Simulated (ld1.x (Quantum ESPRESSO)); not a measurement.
# germanium: excitation energies, all-electron against ultrasoft

* Element: germanium (Ge)
* Generator: ld1.x (Quantum ESPRESSO) 7.5
* Type: ultrasoft
* Functional: LDA (PZ)
* Relativity: scalar-relativistic
* Frozen core: [Ar] 3d10
* Valence charge: 4
* Reference configuration: 4s2 4p1.75 (charge +0.25)
* Partial waves: 4s (bound): rcut 1.75, rcutus 1.85 bohr; 4s channel at 0.3 Ry: rcut 1.75, rcutus 1.85 bohr; 4p (bound): rcut 1.80, rcutus 2.00 bohr; 4p channel at -0.1 Ry: rcut 1.80, rcutus 2.00 bohr
* Local potential: all-electron potential smoothed inside 1.55 bohr (lloc = -1)
* Core correction: Bessel-smoothed model core, default radius (core density twice the valence density)
* Augmentation charge: PSQ, radius 1.30 bohr

Energies are relative to the spin-unpolarised reference configuration 4s2 4p1.75; without spin polarisation the order of configurations can differ from experiment. Spin-polarised rows fill each open shell by Hund’s rule, majority spin first.

```json
{"valence configuration": "4s2 4p2", "charge": "0", "ΔE all-electron (eV)": "-1.224", "error AE − PS (meV)": "0.0"}
{"valence configuration": "4s2 4p1", "charge": "+1", "ΔE all-electron (eV)": "6.412", "error AE − PS (meV)": "-5.2"}
{"valence configuration": "4s2 4p0", "charge": "+2", "ΔE all-electron (eV)": "22.128", "error AE − PS (meV)": "-51"}
{"valence configuration": "4s1 4p3", "charge": "0", "ΔE all-electron (eV)": "6.819", "error AE − PS (meV)": "-8.3"}
{"valence configuration": "4s2 4p2.3", "charge": "-0.3", "ΔE all-electron (eV)": "-2.152", "error AE − PS (meV)": "-0.3"}
{"valence configuration": "4s2 4p1.75 (spin-polarised)", "charge": "+0.25", "ΔE all-electron (eV)": "-0.463", "error AE − PS (meV)": "-2.1"}
{"valence configuration": "4s2 4p2 (spin-polarised)", "charge": "0", "ΔE all-electron (eV)": "-1.787", "error AE − PS (meV)": "-2.5"}
```

Task: What are ΔE and the potential's error for 4s1 4p0?

Result: ΔE = 57.346 eV all-electron; the error (AE − PS) is -318 meV.

Task: What are ΔE and the potential's error for 4s2 4p1.5?

Result: ΔE = 1.665 eV all-electron; the error (AE − PS) is -0.5 meV.

Levels in the configuration 4s2 4p1.75 (spin-polarised):

```csv
level,all-electron (eV),pseudo (eV)
4s up,-14.243,-14.241
4p up,-6.161,-6.159
4s down,-13.145,-13.151
```
